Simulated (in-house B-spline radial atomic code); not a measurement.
Radial electron density of neutral neon, [He] 2s2 2p5 3d1. Method: non-relativistic BHandHLYP, spin-polarised, spherical fractional occupations, exact exchange averaged over the configuration, point nucleus. Calculated with a radial B-spline atomic code at the basis-set limit.

Columns: r (bohr), 4πr²n(r) (electrons per bohr), bar.

```
 0.00567   0.2249 #
 0.00698   0.3319 #
  0.0086   0.4878 ##
  0.0106   0.7121 ###
   0.013    1.021 ####
  0.0161    1.472 ######
  0.0198    2.067 ########
  0.0244    2.864 ############
    0.03    3.873 ################
  0.0369    5.109 #####################
  0.0455    6.551 ##########################
   0.056    8.064 #################################
   0.069    9.481 ######################################
   0.085    10.53 ##########################################
   0.105    10.91 ############################################
   0.129    10.44 ##########################################
   0.159    9.152 #####################################
   0.196    7.408 ##############################
   0.241     5.87 ########################
   0.297    5.129 #####################
   0.365    5.441 ######################
    0.45     6.47 ##########################
   0.554    7.419 ##############################
   0.682     7.54 ##############################
    0.84    6.558 ##########################
    1.03    4.835 ###################
    1.27    2.927 ############
    1.57     1.42 ######
    1.93   0.5563 ##
    2.38   0.1669 #
    2.93  0.04343 
    3.61    0.022 
    4.45  0.03398 
    5.48  0.06096 
    6.75  0.09248 
    8.31   0.1118 
    10.2   0.1035 
    12.6  0.06947 
    15.5  0.03236 
    19.1 0.009712 
    23.5 0.001773 
      29 0.0001703 
    35.7 8.024e-06
```

On this grid the curve has 3 maxima, near 0.105, 0.682, 8.31 bohr.

The 2p up radial function P(r) = rR(r), positive near the nucleus:

| r (bohr) | P |
| --- | --- |
| 0.00698 | 0.001445 |
| 0.0106 | 0.003273 |
| 0.0161 | 0.007348 |
| 0.0244 | 0.0162 |
| 0.0369 | 0.03487 |
| 0.056 | 0.07331 |
| 0.085 | 0.1475 |
| 0.129 | 0.2789 |
| 0.196 | 0.4834 |
| 0.297 | 0.7399 |
| 0.45 | 0.9628 |
| 0.682 | 1.011 |
| 1.03 | 0.8112 |
| 1.57 | 0.4564 |
| 2.38 | 0.1615 |
| 3.61 | 0.02773 |
| 5.48 | 0.001681 |
